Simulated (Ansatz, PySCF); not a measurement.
System: C2H7BN, net charge 0, doublet state. It need not be the lowest isomer of its formula. 
Coordinates optimised at B3LYP-D3(BJ)/def2-TZVP (Ansatz, a program for electronic structure):
```
B
N 1 1.3793
H 2 1.0079 1 136.19
C 1 1.5915 2 120.24 3 92.79
H 4 1.0893 1 114.17 2 -3.86
H 4 1.0940 5 108.44 1 -122.78
H 4 1.0944 5 108.61 6 -115.34
C 1 1.5916 2 120.14 3 -92.95
H 8 1.0894 1 114.18 2 9.24
H 8 1.0939 9 108.81 1 -122.65
H 8 1.0944 9 108.21 10 -115.36
```
Charge 0, spin multiplicity 2.

Dipole moments at this geometry, in debye (magnitudes).

```tsv
level	program	dipole (D)
HF/def2-TZVPD	PySCF	1.22
SVWN5/def2-TZVPD	Ansatz	1.08
revPBE/def2-TZVPD	Ansatz	1.03
r2SCAN/def2-TZVPD	Ansatz	1.06
B97M-V/def2-TZVPD	Ansatz	1.06
B3LYP/def2-TZVPD	Ansatz	1.07
BHLYP/def2-TZVPD	Ansatz	1.13
TPSSh/def2-TZVPD	PySCF	1.05
HSE06/def2-TZVPD	Ansatz	1.07
CAM-B3LYP/def2-TZVPD	PySCF	1.10
LC-wPBE/def2-TZVPD	Ansatz	1.11
wB97M-V/def2-TZVPD	Ansatz	1.09
wB97X-V/def2-TZVPD	Ansatz	1.09
CCSD(T)/aug-cc-pVDZ	Ansatz	1.08
```
